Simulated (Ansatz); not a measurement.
`CSB(C)N` and `CB(N)S` differ in one atom or group.

Ansatz, PBE0-D4/def2-TZVP geometries, multiplicity 1. Each molecule was computed in one conformer, which needn't be the lowest.

```csv
property,`CSB(C)N`
LUMO energy (PBE0/def2-TZVPP) / eV,0.88
HOMO–LUMO gap (PBE/def2-TZVPP) / eV,5.27
HOMO energy (B3LYP/def2-TZVPP) / eV,-6.25
LUMO energy (B3LYP/def2-TZVPP) / eV,0.55
HOMO–LUMO gap (PBE0/def2-TZVPP) / eV,7.37
size of the dipole moment (B3LYP/def2-TZVPP) / D,1.28
```

(1) What does the change do to each property? (An estimate is asked.)

Answers

(1) The calculation gave: 
```
                                        property  `CB(N)S`  shift
              LUMO energy (PBE0/def2-TZVPP) / eV      0.52  -0.36
             HOMO–LUMO gap (PBE/def2-TZVPP) / eV      5.50   0.23
             HOMO energy (B3LYP/def2-TZVPP) / eV     -6.82  -0.57
             LUMO energy (B3LYP/def2-TZVPP) / eV      0.19  -0.36
            HOMO–LUMO gap (PBE0/def2-TZVPP) / eV      7.58   0.21
size of the dipole moment (B3LYP/def2-TZVPP) / D      2.47   1.19
```

With PBE0 the HOMO falls by 0.58 eV and the LUMO falls by 0.36 eV, so the gap widens by about 0.22 eV. PBE moves the HOMO by -0.54 eV and ωB97M-V by -0.60 eV. Dipoles are sizes alone; their direction can turn.

B3LYP here is the variant with VWN-RPA as its local correlation; programs differ in this.
